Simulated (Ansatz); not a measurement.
Species: C2H9BO3Si, charge 0, multiplicity 1. 
Coordinates optimised at B3LYP-D3(BJ)/def2-TZVP (Ansatz, a program for electronic structure):
SMILES: O(B(O)O)[SiH](C)C
```xyz
16

C     -2.1160     1.4315     0.5494
Si    -1.0514     0.4086    -0.5868
C     -1.6124    -1.3796    -0.6030
O      0.5164     0.5360    -0.0881
B      1.5976    -0.2088     0.3111
O      2.7790     0.4106     0.6064
O      1.5813    -1.5717     0.4450
H     -3.1568     1.4246     0.2168
H     -1.7774     2.4690     0.5722
H     -2.0850     1.0438     1.5703
H     -1.1140     0.9458    -1.9672
H     -1.5884    -1.8230     0.3963
H     -1.0070    -1.9923    -1.2758
H     -2.6445    -1.4422    -0.9569
H      2.7237     1.3630     0.4883
H      0.7376    -1.9756     0.2302
```

Quantity: atomisation energy (electronic, to ground-state atoms), in eV. Valence correlation only, unless marked. UHF or UKS for open shells. No spin-orbit coupling. Non-relativistic. The coupled-cluster limit lacks core correlation, which all-electron functionals hold. CBS(X,Y): correlation extrapolated as X^-3; Hartree-Fock from the larger set.

```csv
level,program,atomisation energy (eV)
HF/6-31G,Ansatz,45.73
HF/aug-cc-pV(T+d)Z,Ansatz,50.98
```

Predict the CCSD(T)/CBS(cc-pV(T+d)Z,cc-pV(Q+d)Z) result (Ansatz).

68.31 eV
